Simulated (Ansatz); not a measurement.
Spectroscopic constants of Ba₂, closed-shell singlet (lowest of 2S+1 = 1, 3 at CCSD(T)/def2-TZVPP on PBE0 minima; our sources give no spin for the ground state, which may be another). No spin–orbit coupling.

Constants: fifth-degree fit in 1/R to seven points, most abundant isotopes. In def2 and cc sets the state is the lowest found near the PBE0 minimum, followed along R. The singlet is held restricted.

Programs: Ansatz (a program for electronic structure) with Gaussian orbitals. Each number belongs to the level named beside it. In def2 rows elements past Kr take small-core potentials, without spin–orbit coupling.

Energies at wB97X-V/def2-TZVPP:

```json
[
 {"R (Å)": "4.686845", "E (hartree)": "-50.86182271"},
 {"R (Å)": "4.812835", "E (hartree)": "-50.86283542"},
 {"R (Å)": "4.928746", "E (hartree)": "-50.86346345"},
 {"R (Å)": "5.059776", "E (hartree)": "-50.86390091"},
 {"R (Å)": "5.190806", "E (hartree)": "-50.86411726"},
 {"R (Å)": "5.341995", "E (hartree)": "-50.86416569"},
 {"R (Å)": "5.518382", "E (hartree)": "-50.86403455"}
]
```

**Question.** With a reduced mass of 68.9526 u, find the minimum, the force constant and the constants.

**Answer.** A fifth-degree polynomial in 1/R puts the minimum at r_e = 5.3063 Å with force constant 3.13 N/m. Then ω_e = (1/2πc)√(k/μ) = 28 cm⁻¹ and B_e = h/(8π²cμr_e²) = 0.008683 cm⁻¹; the cubic and quartic terms give α_e = 5.6e-5 and ω_e x_e = 0.18 cm⁻¹.
